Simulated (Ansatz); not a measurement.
C2H7BO2 can be A, `COB(C)O`, or B, `BCOCO`.

Computed with Ansatz on PBE0-D4/def2-TZVP structures; ΔE is electronic, products minus reactants. CBS: MP2 limit from def2 TZ/QZ plus the TZ coupled-cluster correction, frozen cores. Functionals use def2-TZVPP. B3LYP here is the variant with VWN-RPA as its local correlation; programs differ in this. One conformer a species, not always the lowest.

Which isomer does CCSD(T)/CBS put lower? Give the gap. (An estimate is asked.)

The calculation gave: A, by 99.4 kcal/mol.

Give E(B) − E(A) in kcal/mol with HF/def2-TZVPP, CCSD/def2-TZVPP, CCSD(T)/def2-TZVPP, ωB97M-V, PBE-D4, B3LYP, PBE0-D4. (Estimate.)

Ansatz gave: HF/def2-TZVPP 97.4, CCSD/def2-TZVPP 99.0, CCSD(T)/def2-TZVPP 99.0, ωB97M-V 98.6, PBE-D4 96.5, B3LYP 98.0, PBE0-D4 97.8. None reverses the order clearly.

Largest T1 diagnostic: 0.012.

In def2-TZVPP, CCSD(T) changes the Hartree–Fock value by +1.6 kcal/mol (the triples alone add −0.0 kcal/mol) and MP2 by +3.9 kcal/mol. From PBE to PBE0 (25 % exact exchange), in def2-TZVPP and without D4, E(B) − E(A) moves by +1.3 kcal/mol.
